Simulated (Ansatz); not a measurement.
Stretching the Te1–F2 bond in F2Te (SMILES F[Te]F) (multiplicity 1 held, fragments rigid). Energies count from the point at 1.907 Å.
Geometry at that point (charge 0, multiplicity 1):
```csv
atom,x (Å),y (Å),z (Å)
Te,0.0413,-0.0263,0.3272
F,0.5966,1.2887,-0.9380
F,-0.8352,-1.1366,-0.9523
```

Restricted levels (R-, RO-) in cc, def2 and unpolarised 6-31G sets keep to the state of the molecule at rest. Unrestricted levels (U-) break spin symmetry where that is lower. Curves can end on different states.

Run with Ansatz (Gaussian basis) for Hartree–Fock, density functionals and correlated methods. Values without a source in brackets are computed. In def2 rows elements past Kr take small-core potentials, without spin–orbit coupling.

Energies in kJ/mol.

```csv
R (Å),R-HF/def2-TZVPP,R-r2SCAN/def2-TZVPP,U-r2SCAN/def2-TZVPP,R-B3LYP/def2-TZVPP
1.526,295,337,337,350
1.717,31,54,___,59
1.907,0,0,0,0
2.098,55,34,34,30
2.289,136,96,96,90
2.575,262,195,186,188
2.861,372,279,255,273
3.338,513,376,___,374
3.815,609,431,337,435
4.387,685,466,___,476
5.150,745,486,359,503
6.104,786,495,361,519
```

Question: Fill in the missing entries.

Answer: 
- 1.717, U-r2SCAN/def2-TZVPP: 54
- 4.387, U-r2SCAN/def2-TZVPP: 351
- 3.338, U-r2SCAN/def2-TZVPP: 312

Doubts at one or more of the structures used: a restricted determinant that unrestricted orbitals would lower (R-HF/def2-TZVPP, R-r2SCAN/def2-TZVPP, R-B3LYP/def2-TZVPP); a spin-contaminated determinant (U-r2SCAN/def2-TZVPP).

Ansatz is a first-principles code.
